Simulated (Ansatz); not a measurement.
[NbO2F2]- (NbO2F2⁻), relaxed as a singlet with RKS PBE-D4/def2-SVPD in Ansatz, starting from the GFN2-xTB geometry. Force threshold 0.02 eV/Å.

In the def2 sets Nb takes a core potential; there is no spin–orbit coupling. The relaxation made no stability test and no search for a lower SCF solution.

Start:

```xyz
5

Nb    0.003    0.029   -0.013
O     0.611    1.361    0.879
O    -0.615    0.563   -1.520
F    -1.441   -0.752    0.984
F     1.443   -1.202   -0.329
```

| step | energy (eV) | largest force component (eV/Å) | SCF passes |
| --- | --- | --- | --- |
| 1 | -11072.7554 | 2.715 | 19 |
| 2 | -11072.9397 | 0.171 | 21 |
| 3 | -11072.9421 | 0.031 | 23 |
| 4 | -11072.9422 | 0.007 | 23 |

Force components are those of the run's own axes.

End:

```xyz
5

Nb   -0.0001    0.0379   -0.0126
O     0.6221    1.4288    0.8777
O    -0.6194    0.6143   -1.5613
F    -1.4409   -0.8186    1.0068
F     1.4383   -1.2624   -0.3105
```

By distances, no bond broke or formed. The bond that changes most is Nb1–O3, from 1.71 to 1.76 Å (atoms count from 1).

No frequencies were taken in this run, so the end may be a saddle point.

Run time 3.7 s (4 threads of Arm Neoverse V1 on a shared host).
